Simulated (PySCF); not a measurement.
A structure optimised at PBE-D3(BJ)/def2-TZVP, used in a PySCF frequency run:

```xyz
9

Al     0.0000     0.0000    -0.6455
C      1.6930     0.0000     0.3891
H      1.7208     0.8875     1.0445
H      2.6009     0.0000    -0.2280
H      1.7208    -0.8875     1.0445
C     -1.6930     0.0000     0.3891
H     -1.7208     0.8875     1.0445
H     -1.7208    -0.8875     1.0445
H     -2.6009     0.0000    -0.2280
```
Charge 0, spin multiplicity 2.

Question: Write its SMILES, formula and point group.

Answer: [CH3][Al][CH3], C2H6Al, C2v

Question: What are its rotational constants (standard atomic weights)?

Answer: 22.732, 5.1777, 4.4531 GHz
